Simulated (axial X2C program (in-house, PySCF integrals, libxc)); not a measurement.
## Potential curves of CaCu, without spin–orbit coupling

Calculated with an in-house all-electron X2C program for linear molecules (integrals from PySCF). Spin-free means the one-electron spin-free X2C Hamiltonian. Basis: Cu dyall-cv3z [9s9p6d3f2g], Ca dyall-cv3z [11s12p6d4f] (cores contracted in-house); Gaussian nuclei, density fitting, unrestricted open shells. Masses: Cu 62.930 u, Ca 39.963 u.

State: M_S = 1/2, Λ = 0 (beyond evenly filled blocks: σα). Energies in eV from the fragments at the same level (Cu + Ca). Fits are polynomials in 1 − R0/R over 0.85 to 1.23 times the lowest point R0.

```json
{"R (Å)": "2.4534", "CCSD": "-0.7950"}
{"R (Å)": "2.5342", "CCSD": "-0.8994"}
{"R (Å)": "2.6151", "CCSD": "-0.9665"}
{"R (Å)": "2.6960", "CCSD": "-1.0030"}
{"R (Å)": "2.7904", "CCSD": "-1.0147"}
{"R (Å)": "2.8847", "CCSD": "-1.0002"}
{"R (Å)": "3.0060", "CCSD": "-0.9554"}
```

Correlated methods: 13 electrons correlated (number of frozen shells: Cu 3 s, 2 p; Ca 3 s, 2 p), 301 virtual spin orbitals or spinors in MP2, 89 natural virtuals in coupled cluster.

Occupations by symmetry block were frozen at the best pattern of an incomplete PBE0 search. Dissociation energies refer to the lowest single-determinant-based atoms at the same level and basis. CCSD ran in a truncated set of natural virtual spinors with an MP2 remainder; without triples it tends to underbind. The outer-core s and p shells of the metal are frozen in the correlated rows, which leaves out core–valence correlation; for alkali and alkaline-earth bonds that tends to lengthen them. The determinant is spin-polarised beyond a pure state at some levels (its spin-free form has ⟨S²⟩ too high), which makes Re and μ there less reliable. Coupled cluster ran on the points near the minimum only. MP2 and coupled cluster on one determinant become unreliable at the stretched end.

(1) Fit the CCSD curve near its minimum: give the equilibrium distance, the harmonic wavenumber and the well depth.

Answers

(1) At CCSD, spin-free: Re = 2.781 Å, ωe ≈ 183 cm⁻¹, De = 1.01 eV to Cu + Ca; Be follows as 0.0892 cm⁻¹.
